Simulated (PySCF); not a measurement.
Basis-set dependence of population analyses: `C#CC[C@@H]([SiH3])Cl`

C4H7ClSi.
Structure used (PBE0-D3(BJ)/def2-SVP), in Å, numbered top down from 1:
```
atom  x, y, z in Å
C1     2.0944    0.1553   -0.9380
C2     1.1031   -0.5388   -0.9774
C3    -0.1013   -1.3585   -0.9873
C4    -0.9203   -1.1958    0.2953
Si5   -1.6679    0.5339    0.5884
Cl6   -2.3034   -2.3534    0.2507
H7     2.9785    0.7651   -0.9131
H8    -0.7258   -1.1013   -1.8595
H9     0.1722   -2.4210   -1.1062
H10   -0.3088   -1.4865    1.1628
H11   -2.4665    0.4874    1.8460
H12   -0.5890    1.5576    0.7151
H13   -2.5478    0.8639   -0.5706
```

PBE0 throughout (PySCF), one geometry, spherical d and f functions. Isolated species at its PBE0-D3(BJ)/def2-SVP geometry (one conformer only). The first 7 of 11 kinds of atom are listed.

Mulliken charges (e):

```
        basis  functions      C1      C2      C3      C4     Si5     Cl6      H7
       STO-3G         45  -0.139  -0.046  -0.159  -0.177  +0.560  -0.177  +0.122
        6-31G         76  -0.459  +0.138  -0.342  -0.682  +0.582  +0.035  +0.283
     pcSseg-0         76  -0.298  -0.099  -0.355  -0.944  +0.601  +0.002  +0.283
       6-31G*        106  -0.487  +0.285  -0.452  -0.482  +0.390  -0.046  +0.241
      cc-pVDZ        127  -0.407  +0.272  +0.036  -0.295  +0.290  -0.097  +0.012
     def2-SVP        127  -0.433  +0.226  +0.096  -0.339  +0.416  -0.131  +0.048
  aug-cc-pVDZ        209  +0.941  -0.286  +0.415  -0.113  -0.621  -0.112  -0.668
6-311+G(2d,p)        220  -0.788  +1.408  -1.292  -0.286  +0.334  +0.018  +0.161
    def2-TZVP        240  -0.137  -0.090  -0.256  -0.097  +0.136  -0.149  +0.179
      cc-pVTZ        286  -0.198  -0.034  -0.160  -0.134  +0.179  -0.160  +0.154
     IGLO-III        298  -0.168  -0.052  -0.253  -0.391  +0.706  -0.006  +0.153
     pcSseg-2        328  -0.199  +0.063  -0.056  -0.199  +0.565  -0.154  +0.057
```

IAO charges (e):

```csv
basis,functions,C1,C2,C3,C4,Si5,Cl6,H7
STO-3G,45,-0.163,-0.045,-0.276,-0.357,+0.640,-0.090,+0.162
6-31G,76,-0.230,-0.035,-0.278,-0.334,+0.452,-0.113,+0.203
pcSseg-0,76,-0.216,-0.038,-0.278,-0.362,+0.444,-0.099,+0.195
6-31G*,106,-0.225,-0.037,-0.267,-0.344,+0.578,-0.111,+0.199
cc-pVDZ,127,-0.234,-0.035,-0.269,-0.335,+0.570,-0.111,+0.202
def2-SVP,127,-0.227,-0.033,-0.265,-0.339,+0.591,-0.103,+0.195
aug-cc-pVDZ,209,-0.245,-0.034,-0.273,-0.334,+0.571,-0.115,+0.207
"6-311+G(2d,p)",220,-0.245,-0.033,-0.275,-0.348,+0.603,-0.111,+0.207
def2-TZVP,240,-0.244,-0.033,-0.274,-0.352,+0.613,-0.107,+0.207
cc-pVTZ,286,-0.244,-0.034,-0.274,-0.347,+0.598,-0.110,+0.207
IGLO-III,298,-0.246,-0.033,-0.276,-0.353,+0.612,-0.105,+0.207
pcSseg-2,328,-0.244,-0.033,-0.275,-0.352,+0.611,-0.108,+0.207
```

Problem. Which scheme is steadiest as the basis changes?

Solution. Largest range over the bases for any column: IAO 0.20 e, Mulliken 1.73 e. IAO charges move least and Mulliken charges most, counted in e. Without the minimal STO-3G basis the ranges are IAO 0.17, Mulliken 1.73 e.

Problem. How much do the charges still move between the two largest bases, IGLO-III and pcSseg-2?

Solution. At most, over all atoms: Mulliken 0.197 e, IAO 0.003 e.

Problem. What do the same runs give for the total energy, the frontier levels and the dipole moment?

Solution. 
```
        basis  energy (Eh)  HOMO (eV)  LUMO (eV)  μ (D)
       STO-3G    -895.5737      -6.04       3.87   2.02
        6-31G    -905.6564      -7.84       0.18   1.85
     pcSseg-0    -904.5656      -8.11       0.00   1.85
       6-31G*    -905.7370      -7.74       0.09   1.65
      cc-pVDZ    -905.7911      -7.85       0.05   1.41
     def2-SVP    -905.4320      -7.88       0.12   1.30
  aug-cc-pVDZ    -905.8025      -7.98      -0.38   1.43
6-311+G(2d,p)    -905.8459      -7.99      -0.38   1.42
    def2-TZVP    -905.8601      -7.96      -0.22   1.35
      cc-pVTZ    -905.8657      -7.95      -0.17   1.39
     IGLO-III    -905.8602      -7.95      -0.22   1.21
     pcSseg-2    -905.8763      -8.00      -0.30   1.43
```

The dipole is fixed by the density alone, so its range of 0.81 D shows that the density itself changes with the basis, not only its division among atoms.
